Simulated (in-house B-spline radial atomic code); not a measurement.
A run on neutral rubidium (an excited or competing configuration) that did not converge. Method: scalar-relativistic (X2C) B97-1, spin-polarised, spherical fractional occupations, exact exchange averaged over the configuration, Fermi nucleus of rms radius 4.2036 fm; computed with a B-spline radial code for spherical atoms.

Command:
```bash
python run_scf.py task.json out
```
Settings (nuclear radius in fm, mass in u):
```
Z                37
configuration    [Kr] 6d1
hamiltonian      x2c
method           b97_1
spin_polarised   True
nucleus          fermi
rms_radius       4.2036
atomic_mass      84.91179
speed_of_light   137.035999084
exact_exchange   averaged over the configuration
```

First and last ten iterations of the last attempt (damped for 15 steps, keeping 80 % of the old Fock matrix, then DIIS):
```
 iter        energy (Eh)    residual
    1       -2980.239136    4.04e-01
    2       -2980.556941    1.07e-01
    3       -2980.678013    6.73e-02
    4       -2980.726861    4.22e-02
    5       -2980.746444    2.65e-02
    6       -2980.754319    1.74e-02
    7       -2980.757532    1.25e-02
    8       -2980.758876    9.02e-03
    9       -2980.759452    6.59e-03
   10       -2980.759720    4.85e-03
  111       -2980.760187    1.42e-05
  112       -2980.760187    1.39e-05
  113       -2980.760187    1.37e-05
  114       -2980.760187    1.39e-05
  115       -2980.760187    1.50e-05
  116       -2980.760186    2.34e-05
  117       -2980.760186    1.60e-05
  118       -2980.760187    1.41e-05
  119       -2980.760187    1.46e-05
  120       -2980.760187    2.45e-05
 not converged after 120 iterations
```

The smallest residual met was 6.1e-06; the threshold is about 4e-07. Over the last five steps the energy moves by less than 1e-06 hartree, but the orbitals didn't meet the threshold. Run time, properties included: 16 s on 1 thread of Arm Neoverse N1, with other jobs on the host.
